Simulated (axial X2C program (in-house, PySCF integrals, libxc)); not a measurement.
# Potential curves of TiSe, scalar-relativistic

Computed with an axial X2C code built on PySCF integrals. Spin-free means the one-electron spin-free X2C Hamiltonian. Basis: Se dyall-cv3z [8s9p6d4f1g], Ti dyall-cv3z [10s10p6d4f2g] (cores contracted in-house); Gaussian nuclei, density fitting, unrestricted open shells. Masses: Se 79.917 u, Ti 47.948 u.

State: M_S = 1, Λ = 2 (beyond evenly filled blocks: σα, δ+α). Energies in eV from the fragments at the same level (Se + Ti). Fits are polynomials in 1 − R0/R over 0.85 to 1.23 times the lowest point R0.

```json
{"R (Å)": "1.9218", "HF": "0.3672", "CCSD": "", "PBE0": "-3.1143", "M06": "-2.3922"}
{"R (Å)": "2.0102", "HF": "-0.5208", "CCSD": "-2.4805", "PBE0": "-3.8133", "M06": "-3.1532"}
{"R (Å)": "2.0765", "HF": "-0.9542", "CCSD": "-2.8337", "PBE0": "-4.1108", "M06": "-3.4656"}
{"R (Å)": "2.1427", "HF": "-1.2406", "CCSD": "-3.0283", "PBE0": "-4.2611", "M06": "-3.6270"}
{"R (Å)": "2.2090", "HF": "-1.4195", "CCSD": "-3.0986", "PBE0": "-4.2984", "M06": "-3.6712"}
{"R (Å)": "2.2863", "HF": "-1.5323", "CCSD": "-3.0609", "PBE0": "-4.2351", "M06": "-3.6113"}
{"R (Å)": "2.3636", "HF": "-1.5738", "CCSD": "-2.9344", "PBE0": "-4.0895", "M06": "-3.4647"}
{"R (Å)": "2.4630", "HF": "-1.5545", "CCSD": "-2.6941", "PBE0": "-3.8229", "M06": "-3.1930"}
{"R (Å)": "2.5845", "HF": "-1.4555", "CCSD": "", "PBE0": "-3.4299", "M06": "-2.8024"}
{"R (Å)": "2.7612", "HF": "-1.2231", "CCSD": "", "PBE0": "-2.8194", "M06": "-2.3059"}
```

Correlated methods: 10 electrons correlated (number of frozen shells: Se 3 s, 2 p, 1 d; Ti 3 s, 2 p), 296 virtual spin orbitals or spinors in MP2, 90 natural virtuals in coupled cluster.

Occupations by symmetry block were frozen at the best pattern of an incomplete PBE0 search. De is counted from the lowest determinant-based energies of the atoms at the same level, without counterpoise correction. CCSD ran in a truncated set of natural virtual spinors with an MP2 remainder; without triples it tends to underbind. Without a current term, density functionals place determinants with orbital angular momentum somewhat too high. The outer-core s and p shells of the metal are frozen in the correlated rows, which leaves out core–valence correlation; for alkali and alkaline-earth bonds that tends to lengthen them. The determinant is spin-polarised beyond a pure state at some levels (its spin-free form has ⟨S²⟩ too high), which makes Re and μ there less reliable. The T1 diagnostic is large, a sign of multireference character. With the outer-core shells frozen, correlated bond lengths of heavy atoms tend to come out a few hundredths of an ångström too long. Spin-free De lacks the spin–orbit lowering of the heavy p-block atom, a tenth of an eV or more for 4p and 5p, up to an eV for 6p and one to two eV for 7p atoms, less what an open-shell molecule gains itself. Coupled cluster ran on the points near the minimum only. MP2 and coupled cluster on one determinant become unreliable at the stretched end.

**Question.** Fit the HF curve near its minimum: give the equilibrium distance, the harmonic wavenumber and the well depth.

**Answer.** At HF, spin-free: Re = 2.385 Å, ωe ≈ 263 cm⁻¹, De = 1.58 eV to Se + Ti; Be follows as 0.0989 cm⁻¹.

**Question.** What are Re, ωe and De at the CCSD level?

**Answer.** At CCSD, spin-free: Re = 2.221 Å, ωe ≈ 431 cm⁻¹, De = 3.10 eV to Se + Ti; Be follows as 0.114 cm⁻¹.

**Question.** What are Re, ωe and De at the PBE0 level?

**Answer.** At PBE0, spin-free: Re = 2.202 Å, ωe ≈ 427 cm⁻¹, De = 4.30 eV to Se + Ti; Be follows as 0.116 cm⁻¹.

**Question.** Fit the M06 curve near its minimum: give the equilibrium distance, the harmonic wavenumber and the well depth.

**Answer.** At M06, spin-free: Re = 2.206 Å, ωe ≈ 432 cm⁻¹, De = 3.67 eV to Se + Ti; Be follows as 0.116 cm⁻¹.
